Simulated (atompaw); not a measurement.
What one change does to a pseudopotential (barium, PAW (atompaw))

- Element: Ba
- Generator: atompaw 4.2.0.5
- Type: PAW
- Functional: PBE
- Relativity: scalar-relativistic
- Frozen core: [Xe]
- Valence charge: 2
- Reference configuration: 5d0 6s2 6p0
- Partial waves: 6s (bound): rc 3.00 bohr; 6s channel at 4.4 Ry: rc 3.00 bohr; 6p (bound, empty): rc 3.00 bohr; 6p channel at 0.6 Ry: rc 3.00 bohr; 5d (bound, empty): rc 3.00 bohr; 5d channel at 1 Ry: rc 3.00 bohr
- Local potential: bessel scheme, radius 2.85 bohr
- Core correction: smooth core density matched at 2.30 bohr
- Augmentation charge: sinc compensation charge, radius 2.80 bohr; PAW radius 3.00 bohr; waves and projectors: custom rrkj vanderbiltortho

Change: all radii scaled by about 1.29 (s 3.88, p 3.88, d 3.88 bohr); local potential bessel scheme, radius 3.70 bohr; augmentation sinc compensation charge, radius 3.62 bohr; PAW radius 3.88 bohr; waves and projectors: custom rrkj vanderbiltortho; core correction smooth core density matched at 2.98 bohr.

Cutoffs: the cutoffs (Ry, on a coarse ladder) from which the occupation-weighted sum of valence levels, in a spherical-Bessel basis at the reference potential, stays within 10 and 1 mRy of its value at 400 Ry; they do not see the model core or the augmentation charge, which bear on the density cutoff.

Problem. What does the change do?

Solution. Both files are very soft, the changed one slightly softer (loose and tight cutoff 10 and 12 Ry → 6 and 6 Ry on this coarse ladder); the bound ghosts move from p, s to p.

| quantity | base | changed |
| --- | --- | --- |
| cutoff, loose | 10 Ry | 6 Ry |
| cutoff, tight | 12 Ry | 6 Ry |
| bound ghosts | s, p | p |
| lowest overlap eigenvalue by channel | s 0.04, p 0.19, d 0.63 | s 0.02, p 0.69, d 0.88 |

 A true bound ghost makes a file unfit for plane-wave use even where its test errors are small: the radial tests pick states by their node count and pass the ghost by. The cutoffs see the waves, projectors and local potential, not the compensation charge or the core.
